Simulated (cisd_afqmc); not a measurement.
Input (AFQMC/CISD/def2-TZVPP; cisd_afqmc is a phaseless AFQMC code with CISD trial states that reads the integrals written by Ansatz):

Ansatz 0.2 input:
```python
import cisd_afqmc

open("ham.yaml", "w").write("""\
crystal:
  periodic: [false, false, false]
  atoms:
    - {symbol: Br, position_ang: [0.00000000, 0.00000000, 0.00000000]}
basis:
  gaussian:
    orbitals: def2-TZVPP
magnetization: {spin_polarized: true, initial_magnetization: 1}
correlation: {method: ccsd, electrons: outside_noble_gas, hamiltonian_folder: ham}
scf: {lower_state_search: full}
""")
rep = cisd_afqmc.ansatz("ham.yaml")
e_ccsd = rep["correlation"]["coupled_cluster"]["energy"]["hartree"]
out = cisd_afqmc.run("ham", e_ccsd, trial="CISD", walkers=2000, populations=1, threads=12, dt=0.005, steps=40, early=24, settle=10, least=100,
    cut=5e-5, rank_cut=2e-4, target=0.0004, seconds=1000, seed=4, memory=62639, gpu=True)
```

Output:

```
orbitals 34, occupied [4, 3], factors 202 of 322, rank of the doubles 142 of 213
E(HF) = -2572.398101
E(CCSD) on the cut factors = -2572.551784, shift to the whole factors -0.000002
Energy of the trial state on the determinant = -2572.551765
  tau behind 7.2 of longer steps, mean of the populations' last blocks
   2.0  -2572.55669
   4.0  -2572.55714
   6.0  -2572.55651
   8.0  -2572.55684
  10.0  -2572.55663
  12.0  -2572.55672
  14.0  -2572.55658
  16.0  -2572.55678
  18.0  -2572.55708
  20.0  -2572.55658
  22.0  -2572.55652
blocks 98 (2 outliers left out), error by blocks joined: 1: 0.00005, 2: 0.00005, 4: 0.00006, 8: 0.00007
E(AFQMC/CISD) = -2572.55674 +/- 0.00007
```
